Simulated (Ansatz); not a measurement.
```yaml
crystal:
  periodic: [false, false, false]
  atoms:
    - {symbol: C, position_ang: [3.509935, -4.781103, -3.178022]}
    - {symbol: C, position_ang: [2.301500, -2.131285, -3.504886]}
    - {symbol: In, position_ang: [-0.005192, -0.001394, -0.001180]}
    - {symbol: C, position_ang: [-1.872101, 4.265293, -0.666508]}
    - {symbol: C, position_ang: [-1.649809, 5.669718, -3.229085]}
    - {symbol: C, position_ang: [-0.442488, -2.138422, 4.167063]}
    - {symbol: C, position_ang: [-1.851935, -0.885425, 6.410338]}
    - {symbol: H, position_ang: [3.388961, -6.001855, -1.123401]}
    - {symbol: H, position_ang: [4.689965, -5.882172, -4.949786]}
    - {symbol: H, position_ang: [2.537799, -1.079601, -5.645026]}
    - {symbol: H, position_ang: [-3.052678, 5.383809, 1.093480]}
    - {symbol: H, position_ang: [-0.512647, 4.729061, -5.112931]}
    - {symbol: H, position_ang: [-2.593102, 7.843278, -3.589241]}
    - {symbol: H, position_ang: [0.489026, -4.314313, 4.541076]}
    - {symbol: H, position_ang: [-2.084394, -1.957636, 8.541120]}
    - {symbol: H, position_ang: [-2.852839, 1.282002, 6.247009]}
basis:
  gaussian: {orbitals: STO-3G}
hamiltonian: {xc: {name: B2GP-PLYP}}
output: {forces: true}
```

```sh
$ ansatz run in.yaml --threads 2 --pin off --events-out ev --progress --plain --max-ram 32768MiB --backend cpu
```

Output, abridged:

```
Functional definition: B2GP-PLYP
831 factors; integrals over basis functions are off by at most 6.0e-5 eV
mean field evaluation 1: about -160789.7076 eV, gradient 6.3e1 eV
mean field evaluation 2: about -160789.7606 eV, gradient 6.3e1 eV
mean field evaluation 4: about -160102.2228 eV, gradient 9.0e1 eV
mean field evaluation 8: about -160839.6952 eV, gradient 2.4e1 eV
mean field evaluation 16: about -160845.1704 eV, gradient 3.5e-2 eV
mean field -160845.17046532 eV, -5910.9509898281 hartree, gradient 4.3e-6 eV, S^2 0.000000; 6 other end points of the search recorded, 0 dependent functions left out; unrestricted orbitals would lower it
24 core orbitals not correlated: weight in the atoms' cores, before any rotation towards them, 1.000 or more for the frozen orbitals, at most 0.000 for the correlated occupied ones
reference -160845.17074160 eV, -5910.9509999811 hartree; 23, 23 occupied and 19, 19 virtual orbitals, 831 factors
second order -44.87175554 eV of doubles, -0.00000000 eV of singles
Total energy: -160861.32457359 eV, -5911.5446423575 hartree
Atom 0 at     3.509935    -4.781103    -3.178022 Å, force     0.783643    -1.760648     0.270730 eV/Å
Atom 1 at     2.301500    -2.131285    -3.504886 Å, force     0.460323     1.775234    -3.784946 eV/Å
Atom 2 at    -0.005192    -0.001394    -0.001180 Å, force     0.000147    -0.000309     0.000056 eV/Å
Atom 3 at    -1.872101     4.265293    -0.666508 Å, force    -2.084684     2.029934     3.032336 eV/Å
Atom 4 at    -1.649809     5.669718    -3.229085 Å, force     0.177175     0.888733    -1.723111 eV/Å
Atom 5 at    -0.442488    -2.138422     4.167063 Å, force     1.604442    -3.817043     0.740453 eV/Å
Atom 6 at    -1.851935    -0.885425     6.410338 Å, force    -0.945303     0.876434     1.456080 eV/Å
Atom 7 at     3.388961    -6.001855    -1.123401 Å, force     0.250370     1.130340    -2.291920 eV/Å
Atom 8 at     4.689965    -5.882172    -4.949786 Å, force    -1.129713     0.898734     1.913858 eV/Å
Atom 9 at     2.537799    -1.079601    -5.645026 Å, force    -0.399997    -2.011499     3.946889 eV/Å
Atom 10 at    -3.052678     5.383809     1.093480 Å, force     2.176609    -2.015673    -3.309163 eV/Å
Atom 11 at    -0.512647     4.729061    -5.112931 Å, force    -1.264341     1.195714     1.888132 eV/Å
Atom 12 at    -2.593102     7.843278    -3.589241 Å, force     1.024261    -2.164411     0.121284 eV/Å
Atom 13 at     0.489026    -4.314313     4.541076 Å, force    -1.755114     4.040351    -0.623470 eV/Å
Atom 14 at    -2.084394    -1.957636     8.541120 Å, force     0.103398     1.265708    -2.033134 eV/Å
Atom 15 at    -2.852839     1.282002     6.247009 Å, force     0.998782    -2.331597     0.395926 eV/Å
Dipole moment:    -0.001683     0.000683    -0.000076 e Å
```

What is wrong with this run?

The geometry is stretched to more than twice its size. The calculation finished and met its thresholds. The result belongs to that input, not to the molecule as meant.
